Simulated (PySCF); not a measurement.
C₄H₅NOSi.
SMILES with atom numbers: `[CH3:1][C:2]#[C:3][Si@@H:4]([OH:5])[C:6]#[N:7]` (hydrogens: H8, H9, H10 on C1; H11 on Si4; H12 on O5)

Computed by this run: PySCF 2.14.0, PBE0-D3(BJ)/def2-SVP geometry optimisation, gas phase; density fitting, grid level 1; the optimiser is geomeTRIC in internal coordinates, started from a GFN2-xTB structure with every atom displaced at random (about 0.01 Å).

Step 0: E = -15622.8891 eV
```
atom  x, y, z in Å  |  force x, y, z in eV/Å
C1      2.7584    0.2539   -0.0777   -1.620   1.424   0.319
C2      1.3133    0.0464   -0.2214    0.458  -0.069   0.086
C3      0.1142   -0.1457   -0.3381    0.564   0.063  -0.109
Si4    -1.6467   -0.4177   -0.5223   -0.719   0.459   0.513
O5     -2.2370   -1.6744    0.3493   -0.074  -0.428   0.833
C6     -2.4387    1.1922    0.0899    1.540  -3.263  -1.344
N7     -2.8844    2.1686    0.4588   -1.367   2.913   1.130
H8      2.9413    1.3370    0.1270    0.017  -0.510  -0.049
H9      3.1346   -0.3202    0.7518    0.423  -0.492   0.518
H10     3.2464    0.0077   -0.9961    0.679  -0.394  -0.863
H11    -2.1578   -0.7273   -1.8519    0.090   0.158  -0.522
H12    -2.1040   -1.7490    1.3077    0.009   0.140  -0.512
```

Task: Estimate the geometry and energy of step 1. (The exact step hangs on the optimiser's Hessian estimate; all steps are aligned on step 0, rigid shifts and turns removed.)

Result: E = -15623.0173 eV, largest force 0.236 eV/Å
```
atom  x, y, z in Å  |  force x, y, z in eV/Å
C1      2.7043    0.2449   -0.0633    0.136  -0.184  -0.059
C2      1.2856    0.0113   -0.2325   -0.013   0.051  -0.066
C3      0.0894   -0.1678   -0.3883    0.017   0.001   0.124
Si4    -1.7030   -0.4155   -0.5140    0.096   0.152  -0.111
O5     -2.2268   -1.6669    0.4312    0.057   0.077   0.001
C6     -2.4823    1.1824    0.0657   -0.060   0.163   0.097
N7     -2.9479    2.1790    0.4391    0.073  -0.203  -0.083
H8      2.9025    1.3017    0.1632   -0.003   0.074   0.017
H9      3.1005   -0.3627    0.7698   -0.006   0.060  -0.113
H10     3.2607   -0.0174   -0.9833   -0.089   0.020   0.172
H11    -2.1246   -0.6242   -1.9152   -0.115  -0.124   0.056
H12    -1.8187   -1.6932    1.3048   -0.093  -0.086  -0.035
```

The energy changes by -0.1282 eV. The first-order estimate −F·Δx gives -0.3645 eV and the mean of the old and new forces, exact on a quadratic surface, -0.1410 eV. The step makes an angle of 81° with the force vector and moves no atom by more than 0.291 Å.

What follows is the cost of the whole optimisation. Hardware: an Arm Neoverse V1 with one thread, shared host with 64 logical CPUs at a one-minute load of 15. Cost: 51 s wall, 0.52 GiB resident at most.
